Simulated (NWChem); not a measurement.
Species: BeSiH₄S; SMILES [SiH3][Be][SH]

```xyz
7

Be    -0.0399     0.1597     0.0043
S     -0.0570     2.0746    -0.0002
H      1.2966     2.1330    -0.0005
Si    -0.0154    -2.0168     0.0002
H     -0.9833    -2.5858    -0.9936
H     -0.3673    -2.5950     1.3377
H      1.3404    -2.5489    -0.3611
```
Atoms are numbered in this order, from 1.

All runs: NWChem. Pople sets run with spherical d functions. Coordinates come from a PBE0/def2-SVP optimisation. LC-ωPBE (HJS hole) with 6-31G*; x = 1 − exp(−ω/0.25 bohr⁻¹) is a scale chosen for this fit.

| row | x | −ε(HOMO) (eV) |
|---|---|---|
| ω = 0.15 | 0.451 | 8.69 |
| ω = 0.30 | 0.699 | withheld |
| ω = 0.40 | 0.798 | 10.54 |
| ω = 0.50 | 0.865 | 10.88 |
| ω = 0.60 | 0.909 | 11.10 |

### Question
Fit a straight line of the last column on the one before it, predict the withheld value, and compare with the run.

### Answer

1. Means of the 4 shown rows: x = 0.7557, y = 10.303. Slope Σ(x − x̄)(y − ȳ)/Σ(x − x̄)² = 0.6868/0.1301 = 5.280; intercept 6.312.
2. The shown rows scatter about the line by 0.009 (root mean square); the largest residual is +0.01, at ω = 0.40.
3. At x = 0.699 (ω = 0.30; inside the shown range) the line gives 10.00.
4. The run gives 10.01, +0.01 from the line.
